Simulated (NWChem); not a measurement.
**Lowest excitation of HBF$_{2}$S**

SMILES: FB(F)S
```xyz
5

B     -0.1163     0.4508     0.0000
F     -1.3666     0.8645     0.0000
F      0.8436     1.3562     0.0000
S      0.2323    -1.3174     0.0000
H      1.5729    -1.1613     0.0000
```
Charge 0, spin multiplicity 1.

Everything below was run with NWChem. Structure: optimised with PBE0/def2-SVP, a minimum by its harmonic frequencies. It is one conformer; others weren't searched.

Basis set: 6-31+G*.

The correlated methods keep 8 core orbitals frozen. B3LYP has NWChem's definition, with VWN1-RPA local correlation. The Pople sets run with spherical d functions. The structure started from a generated list of species. Coupled-cluster values serve here as a point of comparison, not as the truth.

### Question
Order these methods by the lowest vertical singlet excitation energy they give, lowest first: TD-PBE, EOM-CCSD, TD-B3LYP, CIS, TD-PBE0.

### Answer
TD-PBE (6.30 eV), TD-B3LYP (6.47 eV), TD-PBE0 (6.68 eV), EOM-CCSD (6.83 eV), CIS (7.13 eV)
